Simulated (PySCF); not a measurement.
**NMR data sheet: C3H14OSi3**

* Formula: C3H14OSi3
* SMILES: CC(C)O[SiH2][SiH2][SiH3]
* InChI: InChI=1S/C3H14OSi3/c1-3(2)4-6-7-5/h3H,6-7H2,1-2,5H3
* Point group of the computed structure: C1
* Degrees of unsaturation: 0
* Carbon signals: 2
* Proton signals: 5

Molfile (atoms numbered from 1):
```
C3H14OSi3
     RDKit          3D

 21 20  0  0  0  0  0  0  0  0999 V2000
   -1.7629   -1.6854   -0.4146 C   0  0  0  0  0  0  0  0  0  0  0  0
   -1.6777   -0.2054   -0.0860 C   0  0  0  0  0  0  0  0  0  0  0  0
   -2.2259    0.1228    1.2878 C   0  0  0  0  0  0  0  0  0  0  0  0
   -0.3252    0.2232   -0.1223 O   0  0  0  0  0  0  0  0  0  0  0  0
    0.5143    0.7087   -1.4845 Si  0  0  0  0  0  4  0  0  0  0  0  0
    2.5970    1.2740   -0.5744 Si  0  0  0  0  0  4  0  0  0  0  0  0
    2.6458    0.1340    1.4763 Si  0  0  0  0  0  4  0  0  0  0  0  0
   -2.8058   -2.0360   -0.3895 H   0  0  0  0  0  0  0  0  0  0  0  0
   -1.1808   -2.2672    0.3169 H   0  0  0  0  0  0  0  0  0  0  0  0
   -1.3580   -1.8935   -1.4165 H   0  0  0  0  0  0  0  0  0  0  0  0
   -2.2578    0.3614   -0.8427 H   0  0  0  0  0  0  0  0  0  0  0  0
   -3.2871   -0.1562    1.3662 H   0  0  0  0  0  0  0  0  0  0  0  0
   -2.1286    1.1988    1.4913 H   0  0  0  0  0  0  0  0  0  0  0  0
   -1.6606   -0.4237    2.0586 H   0  0  0  0  0  0  0  0  0  0  0  0
   -0.2052    1.8348   -2.1643 H   0  0  0  0  0  0  0  0  0  0  0  0
    0.6408   -0.4022   -2.4850 H   0  0  0  0  0  0  0  0  0  0  0  0
    2.7206    2.7502   -0.3553 H   0  0  0  0  0  0  0  0  0  0  0  0
    3.7176    0.8377   -1.4668 H   0  0  0  0  0  0  0  0  0  0  0  0
    3.9867    0.2608    2.1296 H   0  0  0  0  0  0  0  0  0  0  0  0
    2.3675   -1.3165    1.2473 H   0  0  0  0  0  0  0  0  0  0  0  0
    1.6111    0.7008    2.3911 H   0  0  0  0  0  0  0  0  0  0  0  0
  1  2  1  0
  2  3  1  0
  2  4  1  0
  4  5  1  0
  5  6  1  0
  6  7  1  0
  1  8  1  0
  1  9  1  0
  1 10  1  0
  2 11  1  0
  3 12  1  0
  3 13  1  0
  3 14  1  0
  5 15  1  0
  5 16  1  0
  6 17  1  0
  6 18  1  0
  7 19  1  0
  7 20  1  0
  7 21  1  0
M  END
```

Level of theory: shielding tensors at KT3/pcSseg-1 (GIAO), geometry: PBE0-D3(BJ)/def2-SVP, in PySCF (no solvent, non-relativistic, fast rotation and ring inversion assumed for equivalent nuclei, single conformer).

Chemical shifts δ = σref − σ; ¹H (σref 31.32) and ¹³C (σref 182.31) and ²⁹Si (σref 365.51) against TMS; ¹⁷O (σref 329.03) vs H2O, all at this level.

```tsv
carbon	δC, type	δH (multiplicity)	HMBC from (2–3 bonds)	span of the C tensor (ppm)
C1/C3	24.9, CH3	1.17 (d)	H11, H8/H9/H10/H12/H13/H14	42
C2	72.6, CH	3.75 (sept)	H15/H16, H8/H9/H10/H12/H13/H14	69
```

Other nuclei:
```json
{"atoms": "H15/H16", "nucleus": "¹H", "environment": "hydrogen on a silicon bonded to O, Si", "δ (ppm)": "5.23", "σ (ppm)": "26.09"}
{"atoms": "H19/H20/H21", "nucleus": "¹H", "environment": "hydrogen on a silicon bonded to Si", "δ (ppm)": "3.54", "σ (ppm)": "27.78"}
{"atoms": "H17/H18", "nucleus": "¹H", "environment": "hydrogen on a silicon bonded to 2 Si", "δ (ppm)": "3.31", "σ (ppm)": "28.01"}
{"atoms": "Si5", "nucleus": "²⁹Si", "environment": "silicon bonded to O, Si, 2 H", "δ (ppm)": "-23.1", "σ (ppm)": "388.6"}
{"atoms": "Si7", "nucleus": "²⁹Si", "environment": "silicon bonded to Si, 3 H", "δ (ppm)": "-100.2", "σ (ppm)": "465.7"}
{"atoms": "Si6", "nucleus": "²⁹Si", "environment": "silicon bonded to 2 Si, 2 H", "δ (ppm)": "-107.8", "σ (ppm)": "473.3"}
{"atoms": "O4", "nucleus": "¹⁷O", "environment": "oxygen bonded to C, Si", "δ (ppm)": "58.4", "σ (ppm)": "270.6"}
```

1. Carbon types of the structure: 1 × CH, 2 × CH3, leaving 7 H on heteroatoms.
2. δC 72.6: sp3 CH bonded to O; deshielded by the electronegative neighbour.
3. δC 24.9: methyl carbon; saturated and bonded to C and H only.
4. δH 5.23: hydrogen on a silicon bonded to O, Si.
5. δH 3.75: hydrogen on an sp3 CH bonded to O; its carbon carries O, which withdraws density.
6. δH 3.31: hydrogen on a silicon bonded to 2 Si.

Shifts are as computed, not scaled to solution data. Of 1309 compounds with measured shifts, 239 miss one by over three times the rms of a fit or turn the order of signals round; such compounds aren't used in these exercises. Experimental scales use liquid or dissolved standards, which lie at an offset from isolated H2O (liquid H2O: subtract about 36 ppm). Multiplicities follow the n + 1 count of equivalent neighbours, as no J values were calculated; m marks all less simple cases, F and P coupling included.
